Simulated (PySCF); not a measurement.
## Polarisability and C₆ of Br⁻ (bromine, charge -1)

[Kr], closed-shell 1S. All numbers are calculated (PySCF 2.14, scalar relativity by spin-free X2C-1e, in x2c-QZVPPall with one added diffuse shell each of s, p, d, f type (12s9p6d5f1g, 113 functions)). Coupled (time-dependent) response in atomic units; α is the mean over directions.

```json
{"method": "UHF", "mean α (bohr³)": "39.69", "C₆ (like pair)": "432.3", "S(−4)": "394.3"}
{"method": "PBE0", "mean α (bohr³)": "44.80", "C₆ (like pair)": "505.0", "S(−4)": "541.5"}
```

S(−4) is the Cauchy moment in α(ω) = α(0) + S(−4) ω² + …

α(iu) at UHF:

```csv
u (hartree),α(iu) (bohr³)
0,39.69
0.0500,38.74
0.100,36.23
0.200,29.35
0.300,22.93
0.500,14.28
0.750,8.705
1.00,5.816
1.50,3.124
2.00,1.969
3.00,1.027
5.00,0.4647
```

For an ion, C₆ is the dispersion term alone; charge-induced terms of lower order in 1/R come first.
